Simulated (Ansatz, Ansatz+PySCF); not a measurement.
```yaml
atoms:
  - { symbol: C, position_ang: [1.2079, 0.0000, 0.0000] }
  - { symbol: C, position_ang: [0.3733, 1.1488, 0.0000] }
  - { symbol: C, position_ang: [-0.9772, 0.7100, 0.0000] }
  - { symbol: C, position_ang: [-0.9772, -0.7100, 0.0000] }
  - { symbol: C, position_ang: [0.3733, -1.1488, 0.0000] }
  - { symbol: C, position_ang: [2.6179, 0.0000, 0.0000] }
  - { symbol: H, position_ang: [3.1679, 0.9300, 0.0000] }
  - { symbol: H, position_ang: [3.1679, -0.9300, 0.0000] }
  - { symbol: H, position_ang: [0.7086, 2.1807, 0.0000] }
  - { symbol: H, position_ang: [-1.8550, 1.3478, 0.0000] }
  - { symbol: H, position_ang: [-1.8550, -1.3478, 0.0000] }
  - { symbol: H, position_ang: [0.7086, -2.1807, 0.0000] }
```

Basis set: def2-SVP (spherical functions). Charge 0, multiplicity 3.

Computed with Ansatz (development build ahead of 0.2.0); each method stands on the lowest determinant of its kind that the runs found. Restricted functionals stand beside restricted open-shell atoms, which can lie above the unrestricted atoms usual in DFT and then raise those values.

Q: Give the atomization energy at this shape (free ground-state atoms in the same class of orbitals less the molecule, no zero-point energy) of triplet C6H6 by ωB97X (restricted open-shell), PBE0 (unrestricted), PBE0 (restricted open-shell), UHF, ROHF.

A:

```tsv
method	atomization energy
ωB97X (restricted open-shell)	5486.6 kJ/mol
PBE0 (unrestricted)	5564.6 kJ/mol
PBE0 (restricted open-shell)	5574.5 kJ/mol
UHF	4156.4 kJ/mol
ROHF	4145.5 kJ/mol
```

Caution: another spin multiplicity may lie lower. Caution for UHF: the unrestricted determinant is spin contaminated. Caution for ROHF: an unrestricted determinant lies well below.

The shape needn't be a minimum at these levels.
